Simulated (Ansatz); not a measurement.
C2H7NO2Si can be A, `OC/C(O)=N\[SiH3]`, or B, `OCN1CO[SiH2]1`.

Gas-phase electronic energies from Ansatz, PBE0-D4/def2-TZVP geometries. CBS: MP2 limit from def2 TZ/QZ plus the TZ coupled-cluster correction, frozen cores. DFT in def2-TZVPP. B3LYP here is the variant with VWN-RPA as its local correlation; programs differ in this. Each species was taken in one conformer, which may not be the lowest.

Which isomer does CCSD(T)/CBS put lower? Give the gap. (An estimate is asked.)

The calculation gave: B, by 6.7 kcal/mol.

Give E(B) − E(A) in kcal/mol with r2SCAN-D4, CCSD(T)/def2-TZVPP, B2PLYP, B3LYP, PBE0-D4, ωB97M-V, CCSD/def2-TZVPP. (Estimate.)

The calculation gave: r2SCAN-D4 -3.4, CCSD(T)/def2-TZVPP -6.1, B2PLYP -4.6, B3LYP -3.2, PBE0-D4 -5.9, ωB97M-V -5.5, CCSD/def2-TZVPP -7.1. None reverses the order clearly.

Largest T1 diagnostic: 0.013.

From PBE to PBE0 (25 % exact exchange), in def2-TZVPP and without D4, E(B) − E(A) moves by −3.0 kcal/mol.
